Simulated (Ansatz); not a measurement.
Start from `CC(C)[O][Sn][SH]` and change one atom or group to get `CC(C)[O][AlH][F]`.

Ansatz, PBE0-D4/def2-TZVP geometries, multiplicity 1. Each molecule was computed in one conformer, which needn't be the lowest.

Elements past krypton have def2 core potentials.

| property | `CC(C)[O][Sn][SH]` |
| --- | --- |
| size of the dipole moment (PBE/def2-TZVPP) / D | 0.98 |
| HOMO–LUMO gap (B3LYP/def2-TZVPP) / eV | 4.56 |
| HOMO energy (PBE/def2-TZVPP) / eV | -6.12 |
| HOMO energy (ωB97M-V/def2-TZVPP) / eV | -9.13 |
| HOMO–LUMO gap (ωB97M-V/def2-TZVPP) / eV | 8.65 |
| LUMO energy (PBE/def2-TZVPP) / eV | -2.79 |

Give the same properties after the change, and the shifts. (Best estimate.)

Computed: 
```json
{"property": "size of the dipole moment (PBE/def2-TZVPP) / D", "`CC(C)[O][AlH][F]`": "1.35", "shift": "0.37"}
{"property": "HOMO–LUMO gap (B3LYP/def2-TZVPP) / eV", "`CC(C)[O][AlH][F]`": "7.41", "shift": "2.85"}
{"property": "HOMO energy (PBE/def2-TZVPP) / eV", "`CC(C)[O][AlH][F]`": "-6.81", "shift": "-0.69"}
{"property": "HOMO energy (ωB97M-V/def2-TZVPP) / eV", "`CC(C)[O][AlH][F]`": "-10.67", "shift": "-1.54"}
{"property": "HOMO–LUMO gap (ωB97M-V/def2-TZVPP) / eV", "`CC(C)[O][AlH][F]`": "11.78", "shift": "3.13"}
{"property": "LUMO energy (PBE/def2-TZVPP) / eV", "`CC(C)[O][AlH][F]`": "-1.18", "shift": "1.61"}
```

With PBE0 the HOMO falls by 1.15 eV and the LUMO rises by 1.77 eV, so the gap widens by about 2.92 eV. PBE moves the HOMO by -0.69 eV and ωB97M-V by -1.54 eV. Dipoles are sizes alone; their direction can turn.

B3LYP here is the variant with VWN-RPA as its local correlation; programs differ in this.
